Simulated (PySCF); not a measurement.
Si(OSiH3)2(H)(F) (FH₇O₂Si₃), SMILES O([SiH3])[SiH](O[SiH3])F. Heavy atoms are numbered as in [SiH:1]([F:2])([O:3][SiH3:4])[O:5][SiH3:6]. Hydrogens are named by the atom that carries them.

Geometry: PBE0-D3(BJ)/def2-SVP. The values are those of a single conformer.

Calculation: PBE/def2-TZVP in PySCF.

ESP charges are fitted to the potential on shells at 1.4 to 2.0 van der Waals radii. Atomic charges (e), one atom of each kind:

| atom | Löwdin | IAO | ESP fit |
|---|---|---|---|
| Si1 (SiH) | -0.12 | 1.50 | 0.57 |
| F2 | 0.02 | -0.52 | (withheld) |
| O3 | 0.03 | -0.85 | -0.29 |
| Si4 (SiH3) | 0.15 | 0.82 | 0.32 |
| H on Si1 | -0.03 | -0.15 | (withheld) |
| H on Si4 | -0.04 | -0.13 | (withheld) |

Q: What belongs in the gaps? (An estimate is asked for; the answer gives what the named calculation found.)

A: 
- F2, ESP fit: -0.24
- H on Si1, ESP fit: -0.06
- H on Si4, ESP fit: -0.06

Computed Mayer and Wiberg (Löwdin basis) orders of the bonds:
| bond | Mayer | Wiberg |
|---|---|---|
| Si1–F2 | 1.16 | 1.72 |
| Si1–O3 | 1.22 | 1.61 |
| O3–Si4 | 1.14 | 1.57 |
| Si1–O5 | 1.22 | 1.61 |
| O5–Si6 | 1.14 | 1.57 |
